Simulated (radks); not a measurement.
Results of a calculation; reference values are marked as such.
Question: Pb, 82 electrons, occupied as [Hg] 6p1 6d1 (not the ground configuration). Level of theory: scalar-relativistic Kohn-Sham, BLYP, spin-polarised, spherical densities, finite nucleus; open shells are filled with parallel spins first (spin-orbit coupling, left out, can overturn this in heavy ions); Fermi nuclear charge, rms radius 5.5012 fm (a radial shooting solver on a logarithmic mesh with Libxc functionals). Some entries of the table are withheld. Estimate them.

| orbital | occ. | eigenvalue (hartree) | r(max) (bohr) | <r^2> (bohr^2) |
|---|---|---|---|---|
| 1s up | 1 | -3237.106 | 0.009847 | 0.0003574 |
| 1s down | 1 | -3237.106 | 0.009847 | 0.0003574 |
| 2s up | 1 | -579.1693 | 0.05716 | 0.005422 |
| 2s down | 1 | -579.1691 | 0.05716 | 0.005422 |
| 2p up | 3 | -497.0503 | 0.04760 | 0.004617 |
| 2p down | 3 | -497.0500 | 0.04760 | 0.004617 |
| 3s up | 1 | -139.1342 | 0.1612 | 0.03487 |
| 3s down | 1 | -139.1339 | 0.1612 | 0.03487 |
| 3p up | 3 | -115.5747 | 0.1613 | 0.03612 |
| 3p down | 3 | -115.5744 | 0.1613 | 0.03612 |
| 3d up | 5 | -91.48049 | 0.1314 | 0.02992 |
| 3d down | 5 | -91.48024 | 0.1314 | 0.02992 |
| 4s up | 1 | -31.59769 | 0.3623 | 0.1666 |
| 4s down | 1 | -31.59726 | 0.3623 | 0.1666 |
| 4p up | 3 | -23.87302 | 0.3823 | 0.1910 |
| 4p down | 3 | -23.87257 | 0.3823 | 0.1910 |
| 4d up | 5 | -14.91473 | 0.3883 | 0.2144 |
| 4d down | 5 | -14.91422 | 0.3883 | 0.2144 |
| 5s up | 1 | -5.43611 | 0.7886 | 0.8159 |
| 5s down | 1 | -5.43484 | 0.7886 | 0.8158 |
| 4f up | 7 | -5.02370 | 0.3497 | 0.2468 |
| 4f down | 7 | -5.02310 | 0.3497 | 0.2467 |
| 5p up | 3 | (1) | 0.8814 | 1.077 |
| 5p down | 3 | (2) | 0.8814 | 1.076 |
| 5d up | 5 | -0.91823 | 1.072 | (3) |
| 5d down | 5 | -0.91413 | 1.072 | (4) |
| 6s up | 1 | (5) | 1.952 | 5.790 |
| 6s down | 1 | (6) | 1.942 | 5.746 |
| 6p up | 1 | -0.24155 | 2.547 | 10.92 |
| 6p down | 0 | -0.22069 | 2.539 | 11.02 |
| 6d up | 1 | -0.02250 | 6.918 | 88.75 |

Answer: 
(1) 5p up eigenvalue (hartree): -3.29470
(2) 5p down eigenvalue (hartree): -3.29342
(3) 5d up <r^2> (bohr^2): 1.982
(4) 5d down <r^2> (bohr^2): 1.965
(5) 6s up eigenvalue (hartree): -0.57776
(6) 6s down eigenvalue (hartree): -0.55977
